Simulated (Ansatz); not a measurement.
```xyz
4

Br   -1.346   -1.558   -0.905
Sn    0.485    0.061   -0.432
Br    1.050   -0.149    1.984
H    -0.188    1.646   -0.647
```

The species carries charge 0 and has multiplicity 2. Sn takes the def2 core potential.

List the B3LYP/def2-TZVPP orbital energies in eV (the Gaussian-basis code of Ansatz). (An estimate is asked.)

The calculation gave: α occupied: -13139.26, -13139.26, -1700.90, -1700.90, -1532.61, -1532.61, -1532.55, -1532.55, -1532.54, -1532.54, -236.68, -236.68, -177.55, -177.55, -177.37, -177.37, -177.34, -177.34, -140.14, -95.02, -94.97, -94.89, -71.83, -71.83, -71.79, -71.79, -71.77, -71.77, -71.62, -71.62, -71.62, -71.62, -29.28, -29.22, -29.19, -29.11, -29.10, -21.27, -20.91, -14.19, -10.24, -9.98, -8.98, -8.45, -8.43, -8.23, -6.78. α empty: -1.62, -1.15, 0.15, 2.01, 2.26, 2.40, 3.07, 3.86. β occupied: -13139.25, -13139.25, -1700.90, -1700.90, -1532.59, -1532.59, -1532.54, -1532.54, -1532.54, -1532.54, -236.66, -236.66, -177.52, -177.52, -177.35, -177.35, -177.33, -177.33, -140.08, -94.95, -94.94, -94.84, -71.81, -71.81, -71.76, -71.76, -71.75, -71.75, -71.61, -71.61, -71.61, -71.61, -29.21, -29.14, -29.07, -29.03, -29.02, -21.11, -20.76, -13.73, -9.78, -9.76, -8.75, -8.31, -8.28, -8.18. β empty: -4.67, -1.41, -0.89, 0.61, 2.07, 2.40, 2.46, 3.22. ⟨S²⟩ = 0.754.

B3LYP here is the variant with VWN-RPA as its local correlation; programs differ in this.
